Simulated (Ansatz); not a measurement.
The first iterations of a band of CH6OSi2 (10 atoms, charge 0, multiplicity 1).

Level of theory: RKS PBE/cc-pVDZ (Ansatz).

```
movable images  : 7
climbing image  : from the first iteration
spring          : 5.0 eV/Å²
optimiser       : fire
start path      : through a guess of the saddle point
force threshold : 0.05 eV/Å
iteration limit : 60
end points      : relaxed
```

First end point:

```xyz
10
Properties=species:S:1:pos:R:3
O 1.604 -0.722 -1.086
C 0.653 -0.295 -0.440
Si -0.073 1.506 -0.815
Si -0.157 -1.405 0.983
H -1.533 1.378 -1.185
H 0.011 2.339 0.443
H 0.707 2.146 -1.932
H 0.557 -2.728 1.064
H -0.061 -0.663 2.296
H -1.623 -1.606 0.675
```

Last end point:

```xyz
10
Properties=species:S:1:pos:R:3
O 0.791 -0.979 -1.636
C 0.324 -0.399 -0.661
Si 0.129 1.569 -0.679
Si -0.233 -1.429 0.932
H -1.326 1.918 -0.465
H 0.914 2.150 0.475
H 0.622 2.118 -1.991
H 0.557 -0.947 2.127
H -1.694 -1.156 1.207
H 0.000 -2.897 0.695
```

| iteration | highest image above the first end (eV) | largest band force component (eV/Å) |
| --- | --- | --- |
| 1 | 0.604 | 2.895 |
| 2 | 0.299 | 2.364 |
| 3 | 0.209 | 1.978 |
| 4 | 0.144 | 2.024 |
| 5 | 0.117 | 0.924 |
| 6 | 0.096 | 0.647 |
| 7 | 0.088 | 0.618 |
| 8 | 0.074 | 0.560 |
| 9 | 0.056 | 0.494 |
| 10 | 0.038 | 0.441 |
| 11 | 0.021 | 0.270 |

Question: Does the band converge within its limit, and where does its top end?

Answer: The forces met the threshold. It ended after 33 iterations with the highest image 0.000 eV above the first end. The highest image is an end point: on this band no image between the ends rises above it. Inner images lie up to 0.007 eV below the lower end, so the ends aren't the lowest states on this path.

The run took 5.9 min on 2 threads of Arm Neoverse V1, on a shared host, peak memory 0.14 GiB.
